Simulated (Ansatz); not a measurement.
TaS(OH)3 (TaSO3H3). Total charge 0; triplet. Geometry PBE-D4/def2-SVP, that of the neutral singlet; atoms count from 1.

```csv
atom,x (Å),y (Å),z (Å)
Ta1,-0.0347,-0.0077,-0.0104
S2,-2.0858,-0.4578,-0.6306
O3,1.0542,-1.5649,-0.2152
H4,0.8604,-2.4641,-0.5290
O5,-0.0225,0.5358,1.8218
H6,-0.7298,0.6390,2.4805
O7,0.6682,1.4020,-1.0925
H8,0.2900,1.9177,-1.8244
```

In the def2 sets Ta takes a core potential; there is no spin–orbit coupling. At PBE0-D4/def2-TZVP a singlet of charge 0 lies 3.95 eV below the triplet at the same geometry.

Estimate the Mulliken populations from the PBE0/def2-TZVP orbitals of Ansatz.


```csv
atom,charge (e),spin (α − β),d electrons
Ta1,1.25,0.93,2.85
S2,-0.26,1.04,–
O3,-0.66,-0.01,–
H4,0.33,0.03,–
O5,-0.67,-0.01,–
H6,0.34,0.00,–
O7,-0.66,-0.01,–
H8,0.32,0.03,–
```
Mulliken values depend strongly on the basis.

Where does the spin sit?

Summed by element: Ta 0.93, S 1.04, O -0.02, H 0.05, of 2 unpaired in all. Largest on single atoms: S2 1.04, Ta1 0.93, H8 0.03.

And the Mayer bond orders between heavy atoms (over 0.3)?

Ta1–S2 1.31 (2.19 Å); Ta1–O3 1.06 (1.91 Å); Ta1–O5 1.05 (1.91 Å); Ta1–O7 1.06 (1.91 Å).
